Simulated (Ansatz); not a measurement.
Steps of a relaxation of C₃H₄F₄ (`FCCC(F)(F)F`) with RKS PBE0-D4/def2-TZVP.

```sh
$ ansatz run in.yaml --threads 4 --pin off --events-out ev --progress --plain --max-ram 11315MiB
```

```yaml
crystal:
  periodic: [false, false, false]
  atoms:
    - {symbol: F, position_ang: [0.639193, -2.162457, 0.985896]}
    - {symbol: C, position_ang: [0.321284, -0.817118, 0.966039]}
    - {symbol: C, position_ang: [0.026510, -0.391152, -0.468134]}
    - {symbol: C, position_ang: [-0.319219, 1.077586, -0.591495]}
    - {symbol: F, position_ang: [-0.580703, 1.419162, -1.872054]}
    - {symbol: F, position_ang: [-1.412930, 1.393978, 0.148172]}
    - {symbol: F, position_ang: [0.697515, 1.865532, -0.157314]}
    - {symbol: H, position_ang: [-0.565462, -0.641810, 1.613453]}
    - {symbol: H, position_ang: [1.174331, -0.233910, 1.376354]}
    - {symbol: H, position_ang: [-0.823413, -0.977318, -0.870747]}
    - {symbol: H, position_ang: [0.908196, -0.589593, -1.109370]}
basis:
  gaussian: {orbitals: def2-TZVP}
hamiltonian: {xc: pbe0, dispersion: d4}
relax: {f_tol: 0.005, max_steps: 150}
```

Positions (Å) and forces (eV/Å) along the path, 5 of 5 steps:

```xyz
11
step=1 energy=-14036.2499 eV
F     0.639   -2.162    0.986   -0.089    0.363   -0.022
C     0.321   -0.817    0.966   -0.102    0.580    0.265
C     0.027   -0.391   -0.468    0.027   -0.322   -0.338
C    -0.319    1.078   -0.591   -0.023    0.175    0.115
F    -0.581    1.419   -1.872    0.140   -0.138    0.754
F    -1.413    1.394    0.148    0.613   -0.081   -0.463
F     0.698    1.866   -0.157   -0.623   -0.359   -0.282
H    -0.565   -0.642    1.613    0.484   -0.229   -0.314
H     1.174   -0.234    1.376   -0.394   -0.436   -0.193
H    -0.823   -0.977   -0.871    0.382    0.312    0.186
H     0.908   -0.590   -1.109   -0.414    0.135    0.292
11
step=2 energy=-14036.2934 eV
F     0.633   -2.143    0.978    0.006   -0.015    0.028
C     0.318   -0.802    0.963   -0.036    0.171    0.024
C     0.027   -0.393   -0.469   -0.001   -0.007   -0.022
C    -0.317    1.068   -0.587   -0.041    0.183    0.005
F    -0.576    1.409   -1.859    0.048   -0.052    0.252
F    -1.404    1.389    0.143    0.256   -0.064   -0.175
F     0.690    1.857   -0.159   -0.243   -0.176   -0.101
H    -0.557   -0.645    1.609    0.143   -0.048   -0.116
H     1.169   -0.242    1.374   -0.132   -0.114   -0.079
H    -0.817   -0.970   -0.867    0.116    0.087    0.078
H     0.900   -0.585   -1.104   -0.118    0.036    0.108
11
step=3 energy=-14036.2987 eV
F     0.632   -2.145    0.978   -0.003    0.000   -0.013
C     0.318   -0.802    0.961   -0.008    0.028   -0.013
C     0.027   -0.389   -0.466    0.006   -0.020    0.004
C    -0.317    1.069   -0.588   -0.007    0.044    0.029
F    -0.575    1.406   -1.856    0.004   -0.019   -0.003
F    -1.400    1.389    0.137   -0.006   -0.006   -0.001
F     0.683    1.855   -0.163    0.007   -0.002   -0.002
H    -0.552   -0.648    1.604   -0.019   -0.005    0.019
H     1.166   -0.249    1.369    0.024    0.004    0.013
H    -0.813   -0.963   -0.859   -0.018   -0.016   -0.013
H     0.897   -0.579   -1.095    0.019   -0.007   -0.019
11
step=4 energy=-14036.2988 eV
F     0.630   -2.144    0.976    0.002   -0.011    0.002
C     0.317   -0.801    0.961   -0.003    0.010   -0.009
C     0.027   -0.390   -0.466    0.003   -0.004    0.007
C    -0.317    1.069   -0.587   -0.003    0.011    0.006
F    -0.574    1.404   -1.856   -0.001    0.000   -0.009
F    -1.401    1.388    0.137    0.001   -0.001   -0.001
F     0.683    1.855   -0.162   -0.001   -0.001    0.001
H    -0.552   -0.647    1.605    0.000   -0.001    0.002
H     1.168   -0.249    1.369    0.002   -0.002    0.002
H    -0.813   -0.964   -0.860    0.000   -0.001    0.000
H     0.898   -0.580   -1.096    0.000    0.000   -0.001
11
step=5 energy=-14036.2988 eV
F     0.627   -2.145    0.975   -0.001    0.001    0.000
C     0.318   -0.801    0.961    0.001   -0.001    0.003
C     0.027   -0.389   -0.465    0.000    0.001   -0.001
C    -0.318    1.069   -0.587   -0.001    0.001   -0.002
F    -0.573    1.404   -1.856    0.000   -0.001    0.000
F    -1.403    1.388    0.134    0.000    0.000    0.000
F     0.681    1.857   -0.160    0.000    0.000    0.001
H    -0.550   -0.645    1.606    0.001    0.000    0.000
H     1.171   -0.252    1.368    0.000   -0.001    0.000
H    -0.813   -0.964   -0.859    0.000    0.000    0.000
H     0.898   -0.579   -1.096    0.000    0.000    0.000
```

It took 20 s on 4 threads of an Intel Xeon Platinum 8375C on a shared host, with 0.69 GiB of host memory at the peak.
